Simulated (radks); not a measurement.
Isoelectronic series with 50 electrons, all held in the configuration [Kr] 4d10 5s2 5p2, which need not be the ground one along the series. All-electron calculation, Dirac Kohn-Sham, LDA (Slater exchange, Perdew-Wang correlation), spin-unpolarised, spherical densities, finite nucleus; open shells fill j = l - 1/2 first; Fermi nuclear charge, rms radius of each element as measured or else 0.836 A^(1/3) + 0.57 fm. Program: a radial shooting solver on a logarithmic mesh with Libxc functionals. Total energies (hartree) and orbital eigenvalues (eV) (* marks an orbital that is empty in some or all of the ions):

ion,E (hartree),5p3/2*,5p1/2,5s1/2,4d5/2,4d3/2
Sn,-6173.52469,-3.5579,-4.0133,-10.5731,-25.1277,-26.1760
Sb+,-6477.55183,-11.8084,-12.5644,-20.7093,-41.2122,-42.4662
Te2+,-6789.97800,-22.0430,-23.1388,-32.8086,-60.0721,-61.5558
Xe4+,-7440.13593,-47.3282,-49.2402,-61.8566,-104.7577,-106.7794
Cs5+,-7777.9358,-62.1311,-64.5265,-78.5869,-130.2791,-132.6121
Ba6+,-8124.2709,-78.2829,-81.2167,-96.7101,-157.8048,-160.4795
La7+,-8479.1929,-95.7413,-99.2719,-116.1917,-187.2800,-190.3286
Ce8+,-8842.7506,-114.4747,-118.6647,-137.0072,-218.6638,-222.1203
Pr9+,-9215.0008,-134.4595,-139.3752,-159.1392,-251.9245,-255.8248
Nd10+,-9595.9990,-155.6770,-161.3891,-182.5754,-287.0372,-291.4192
Pm11+,-9985.8009,-178.1126,-184.6962,-207.3068,-323.9817,-328.8853
Sm12+,-10384.4580,-201.7546,-209.2893,-233.3273,-362.7417,-368.2087
Eu13+,-10792.0738,-226.5933,-235.1636,-260.6340,-403.3032,-409.3777
Gd14+,-11208.6936,-252.6210,-262.3163,-289.2246,-445.6549,-452.3830
Tb15+,-11634.4394,-279.8313,-290.7462,-319.0997,-489.7866,-497.2168
Dy16+,-12069.2575,-308.2192,-320.4537,-350.2577,-535.6909,-543.8738
Ho17+,-12513.3724,-337.7801,-351.4400,-382.7038,-583.3598,-592.3486
Er18+,-12966.7769,-368.5109,-383.7077,-416.4389,-632.7876,-642.6377
Tm19+,-13429.6169,-400.4085,-417.2601,-451.4687,-683.9687,-694.7381
Yb20+,-13901.8917,-433.4711,-452.1014,-487.7956,-736.8990,-748.6481
Lu21+,-14383.7558,-467.6968,-488.2367,-525.4265,-791.5741,-804.3659
Hf22+,-14875.3455,-503.0841,-525.6716,-564.3691,-847.9901,-861.8905

Estimate the row of I3+.

Answer. E (hartree) -7110.83098; 5p3/2* -33.9348; 5p1/2 -35.4148; 5s1/2 -46.5706; 4d5/2 -81.3172; 4d3/2 -83.0563.
